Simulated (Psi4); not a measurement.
Cl$_{5}$Ta, charge -1, doublet, geometry from GFN2-xTB (such geometries of metal compounds can be far from the true shape) (the multiplicity is a formal guess) (core potentials on Ta) (a gas-phase anion, which may not be bound at this level); HF/def2-SVP run with Psi4.

The Psi4 input:
```
memory 2 GB

molecule {
-1 2
  Ta    0.05144744    0.04207757   -0.03644656
  Cl    1.73907412   -0.59013818    1.59068050
  Cl   -1.61972561    0.68775034   -1.67522975
  Cl    0.07586183    2.18513661    0.77698286
  Cl    1.13346920   -1.19605508   -1.63370108
  Cl   -1.54960089   -1.26737972    1.09777330
}

set basis def2-svp
set reference uhf
set scf_type pk

energy('scf')
print_variables()
```

The log (banner, timings and long lists left out):

```
   => Loading Basis Set <=

    Name: DEF2-SVP
    Role: ORBITAL
    Keyword: BASIS

    !!!  WARNING: ECP capability is in beta. Please check occupations closely.  !!!

         ---------------------------------------------------------
                                   SCF
               by Justin Turney, Rob Parrish, Andy Simmonett
                          and Daniel G. A. Smith
                              UHF Reference
         ---------------------------------------------------------

  ==> Geometry <==

    Molecular point group: c1
    Full point group: C1

    Geometry (in Angstrom), charge = -1, multiplicity = 2:

       Center              X                  Y                   Z               Mass
    ------------   -----------------  -----------------  -----------------  -----------------
         TA           0.046995558393     0.038436487988    -0.033292745819   180.947995800000
         CL           1.734622238393    -0.593779262012     1.593834314181    34.968852682000
         CL          -1.624177491607     0.684109257988    -1.672075935819    34.968852682000
         CL           0.071409948393     2.181495527988     0.780136674181    34.968852682000
         CL           1.129017318393    -1.199696162012    -1.630547265819    34.968852682000
         CL          -1.554052771607    -1.271020802012     1.100927114181    34.968852682000

  Running in c1 symmetry.

  Rotational constants: A =      0.03008  B =      0.02587  C =      0.02299 [cm^-1]
  Rotational constants: A =    901.80468  B =    775.54014  C =    689.13668 [MHz]
  Nuclear repulsion =  668.481272643841862

  Charge       = -1
  Multiplicity = 2
  Electrons    = 99
  Nalpha       = 50
  Nbeta        = 49

  ==> Algorithm <==

  SCF Algorithm Type is PK.
  DIIS enabled.
  MOM disabled.
  Fractional occupation disabled.
  Guess Type is SAD.
  Energy threshold   = 1.00e-06
  Density threshold  = 1.00e-06
  Integral threshold = 1.00e-12

  ==> Primary Basis <==

  Basis Set: DEF2-SVP
    Blend: DEF2-SVP
    Number of shells: 52
    Number of basis functions: 122
    Number of Cartesian functions: 132
    Spherical Harmonics?: true
    Max angular momentum: 3

  Core potential: DEF2-SVP
    Number of shells: 4
    Number of ECP primitives: 10
    Number of ECP core electrons: 60
    Max angular momentum: 3

  ==> Integral Setup <==

  Using in-core PK algorithm.
   Calculation information:
      Number of atoms:                   6
      Number of AO shells:              52
      Number of primitives:            109
      Number of atomic orbitals:       132
      Number of basis functions:       122

      Integral cutoff                 1.00e-12
      Number of threads:                 1

  Performing in-core PK
  Using 56302512 doubles for integral storage.
  We computed 650020 shell quartets total.
  Whereas there are 950131 unique shell quartets.

  ==> DiskJK: Disk-Based J/K Matrices <==

    J tasked:                  Yes
    K tasked:                  Yes
    wK tasked:                  No
    Schwarz Cutoff:          1E-12

  Minimum eigenvalue in the overlap matrix is 7.7074952142E-03.
  Reciprocal condition number of the overlap matrix is 1.9465004023E-03.
    Using symmetric orthogonalization.

  ==> Pre-Iterations <==

  SCF Guess: Superposition of Atomic Densities via on-the-fly atomic UHF (no occupation information).

 WARNING: Atomic UHF is not converging! Try casting from a smaller basis or call Rob at CCMST.
   -------------------------
    Irrep   Nso     Nmo
   -------------------------
     A        122     122
   -------------------------
    Total     122     122
   -------------------------

  ==> Iterations <==

                        Total Energy        Delta E     RMS |[F,P]|

   @UHF iter SAD: -2352.51139425967995   -2.35251e+03   0.00000e+00
   @UHF iter   1: -2353.37446910411245   -8.63075e-01   3.91246e-03 DIIS/ADIIS
   @UHF iter   2: -2353.45898170688815   -8.45126e-02   2.82868e-03 DIIS/ADIIS
[...]
   @UHF iter   5: -2353.53762117275937   -4.11153e-03   1.78553e-04 DIIS/ADIIS
   @UHF iter   6: -2353.54029553523242   -2.67436e-03   1.49805e-04 DIIS/ADIIS
   @UHF iter   7: -2353.54291193734116   -2.61640e-03   1.30659e-04 DIIS/ADIIS
   @UHF iter   8: -2353.54571485541146   -2.80292e-03   1.15943e-04 DIIS/ADIIS
   @UHF iter   9: -2353.54861818918152   -2.90333e-03   9.92405e-05 DIIS
   @UHF iter  10: -2353.55233154421512   -3.71336e-03   8.99987e-05 DIIS
   @UHF iter  11: -2353.55250629832744   -1.74754e-04   6.24703e-05 DIIS
   @UHF iter  12: -2353.55373550330023   -1.22920e-03   8.36940e-05 DIIS
   @UHF iter  13: -2353.55380881651490   -7.33132e-05   5.49843e-05 DIIS
   @UHF iter  14: -2353.55394142661316   -1.32610e-04   2.99046e-05 DIIS
   @UHF iter  15: -2353.55402847173809   -8.70451e-05   1.68161e-05 DIIS
   @UHF iter  16: -2353.55406646790379   -3.79962e-05   2.06947e-05 DIIS
   @UHF iter  17: -2353.55409946625423   -3.29984e-05   1.87295e-05 DIIS
   @UHF iter  18: -2353.55416111507247   -6.16488e-05   1.25999e-05 DIIS
   @UHF iter  19: -2353.55423296717709   -7.18521e-05   1.01544e-05 DIIS
   @UHF iter  20: -2353.55425222319900   -1.92560e-05   9.00478e-06 DIIS
   @UHF iter  21: -2353.55428618687802   -3.39637e-05   7.81437e-06 DIIS
   @UHF iter  22: -2353.55431265872767   -2.64718e-05   6.43392e-06 DIIS
   @UHF iter  23: -2353.55435304103048   -4.03823e-05   3.92454e-06 DIIS
   @UHF iter  24: -2353.55435637253322   -3.33150e-06   1.94925e-06 DIIS
   @UHF iter  25: -2353.55435890342142   -2.53089e-06   1.31806e-06 DIIS
   @UHF iter  26: -2353.55435894515222   -4.17308e-08   5.24859e-07 DIIS
  Energy and wave function converged.

  ==> Post-Iterations <==

   @Spin Contamination Metric:   6.465605871E-03
   @S^2 Expected:                7.500000000E-01
   @S^2 Observed:                7.564656059E-01
   @S   Expected:                5.000000000E-01
   @S   Observed:                5.000000000E-01

    Orbital Energies [Eh]
    ---------------------

    Alpha Occupied:

[...]
    Alpha Virtual:

[...]
    Beta Occupied:

[...]
      49A     -0.263391

    Beta Virtual:

[...]
     122A    643.176234

    Final Occupation by Irrep:
              A
    DOCC [    49 ]
    SOCC [     1 ]
    NA   [    50 ]
    NB   [    49 ]

  @UHF Final Energy: -2353.55435894515222

   => Energetics <=

    Nuclear Repulsion Energy =            668.4812726438418622
    One-Electron Energy =               -4622.4453122223721948
    Two-Electron Energy =                1600.4096806333784571
    Total Energy =                      -2353.5543589451517619

  UHF NO Occupations:
  HONO-2 :   48  A 1.9995246
  HONO-1 :   49  A 1.9989447
  HONO-0 :   50  A 1.0000000
  LUNO+0 :   51  A 0.0010553
  LUNO+1 :   52  A 0.0004754
  LUNO+2 :   53  A 0.0004094
  LUNO+3 :   54  A 0.0002802

Computation Completed

Properties will be evaluated at   0.000000,   0.000000,   0.000000 [a0]

Properties computed using the SCF density matrix

 Multipole Moments:

 ------------------------------------------------------------------------------------
     Multipole            Electronic (a.u.)      Nuclear  (a.u.)        Total (a.u.)
 ------------------------------------------------------------------------------------

 L = 1.  Multiply by 2.5417464519 to convert [e a0] to [Debye]
 Dipole X            :          7.0479420           -6.6577520            0.3901900
 Dipole Y            :          5.7645248           -5.4452083            0.3193165
 Dipole Z            :         -4.9929856            4.7165062           -0.2764793
 Magnitude           :                                                    0.5750235

 ------------------------------------------------------------------------------------

  Variable Map:
  ----------------------------------------------------------------------------
[...]
  Array Variable Map:
  ----------------------------------------------------------------------------
[...]
[...]
```
